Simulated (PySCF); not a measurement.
From computed data to an observable: oscillator strength and radiative lifetime

BeH₂OS, SMILES [OH][Be][SH].

The structure is a stationary point at PBE0-D3(BJ)/def2-TZVP. Other conformers were not sampled.

TDDFT-PBE0/def2-TZVPD run with PySCF puts the first singlet state with f over 0.02 at 5.74 eV (vertical), with the transition dipole (0.146, -0.076, -0.570) in atomic units.

### Question
Find the oscillator strength, the wavelength and the radiative lifetime that this transition would have in vacuum if emission retraced absorption.

### Answer

|μ|² = 0.3520 au, so |μ| = 1.51 D. ΔE = 5.74/27.211 = 0.2109 hartree. f = (2/3) ΔE |μ|² = 0.049 (the program prints 0.050).
λ = 1239.84/5.74 = 216 nm; ν = 46296 cm⁻¹.
Einstein's coefficient A = 0.6670 ν² f s⁻¹ (ν in cm⁻¹) = 7.1e7 s⁻¹, so τ = 1/A = 14 ns. This state is S1. The figure is the radiative limit of this one transition; relaxation, internal conversion, crossing to triplets and a medium change what is measured.
